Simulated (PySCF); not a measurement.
Compound: CH3BF2NP.
Geometry (PBE0-D3(BJ)/def2-SVP, Å), atoms numbered from 1 in this order:
```xyz
9
CH3BF2NP angstrom
N     -2.6282    0.9679    0.1006
C     -1.7518    0.2163   -0.0132
B     -0.5287   -0.7483   -0.1415
P      0.9780    0.3321    0.1008
F      1.2558    1.4136   -1.0093
F      2.3216   -0.4891    0.0944
H     -0.3965   -1.5197    0.7966
H     -0.3670   -1.2733   -1.2259
H      1.1306    1.1077    1.2719
```

Method used: PBE0-D3(BJ)/def2-SVP geometry optimisation, gas phase (PySCF 2.14.0).

Take the most abundant isotopes and a rigid rotor. The values belong to one conformer with, in the numbering `[N:1]#[C:2][BH2-:3][PH+:4]([F:5])[F:6]`, C2–B3–P4–F5 -66°.

Problem. What are A, B and C (cm⁻¹)?

Solution. Ia = 79.95, Ib = 304.83, Ic = 358.32 u·Å²; 505379 MHz·u·Å²/I gives 6322, 1658 and 1410 MHz, that is A = 0.21086, B = 0.05530, C = 0.04705 cm⁻¹.

Problem. Classify the top.

Solution. An asymmetric top; Ray's κ = -0.899.

Problem. Is it planar, by Δ = Ic − Ia − Ib?

Solution. Not planar: Δ = Ic − Ia − Ib = -26.46 u·Å². For a rigid frame Δ = −2 Σ m c², so Σ m c² = 13.23 u·Å² lies off the ab plane: 5.63 from hydrogen and 7.60 from heavier atoms. The atom farthest from that plane is 1.68 Å away.

Problem. Where do the levels up to J = 2 lie, in K?

Solution. Above 0(0,0), as E/k:
J = 1: 1(0,1) 0.147, 1(1,1) 0.371, 1(1,0) 0.383
J = 2: 2(0,2) 0.441, 2(1,2) 0.654, 2(1,1) 0.689, 2(2,1) 1.361, 2(2,0) 1.361
Those of J = 1 are B + C, A + C and A + B.

Problem. Which types of transition are allowed, and where do some lines up to J = 5 fall?

Solution. The dipole components are |μa| = 4.63 D, |μb| = 0.24 D, |μc| = 1.48 D. Intensities carry the squares of the components, which stand as 1.00 : 0.00 : 0.10 (a : b : c). Some lines, for components of 0.1 D or more:

```csv
type,branch,"J(Ka,Kc)",MHz,lower level (cm⁻¹)
c,Q,"4(1,4) ← 4(0,4)",3669,1.019
b,Q,"2(1,1) ← 2(0,2)",5168,0.307
b,Q,"4(1,3) ← 4(0,4)",6142,1.019
a,R,"3(2,2) ← 2(2,1)",9205,0.946
b,Q,"5(2,3) ← 5(1,4)",12878,1.754
b,R,"3(1,3) ← 2(0,2)",13254,0.307
b,Q,"3(2,1) ← 3(1,2)",13674,0.798
b,Q,"2(2,1) ← 2(1,2)",14733,0.454
b,Q,"3(2,2) ← 3(1,3)",15111,0.749
a,R,"5(2,4) ← 4(2,3)",15320,1.662
b,Q,"4(2,3) ← 4(1,4)",15617,1.141
a,R,"5(1,4) ← 4(1,3)",15916,1.224
b,R,"3(2,2) ← 2(1,1)",23196,0.479
c,R,"3(2,1) ← 2(1,1)",23244,0.479
b,Q,"5(3,2) ← 5(2,3)",23697,2.184
c,Q,"3(3,1) ← 3(2,1)",23895,1.254
b,Q,"3(3,1) ← 3(2,2)",23943,1.253
c,R,"3(3,0) ← 2(2,0)",33138,0.946
b,Q,"4(4,0) ← 4(3,1)",33493,2.462
b,R,"4(3,2) ← 3(2,1)",36187,1.254
c,R,"4(3,2) ← 3(2,2)",36235,1.253
b,R,"5(4,1) ← 4(3,2)",48858,2.462
b,R,"5(5,1) ← 4(4,0)",58430,3.579
c,R,"5(5,0) ← 4(4,0)",58430,3.579
```

Problem. Estimate the classical rotational partition function at 25 K, 50 K and 298.15 K.

Solution. Point group C1, symmetry number σ = 1; q = (√π/σ)·√((kT/h)³/(ABC)), k/h = 20836.6 MHz/K: 5480 at 25 K, 15500 at 50 K, 226000 at 298.15 K.

No frequency check. Constants of a rigid frame at the computed geometry: no zero-point averaging, no centrifugal distortion. Quadrupole hyperfine structure (11B, 14N) is left out.
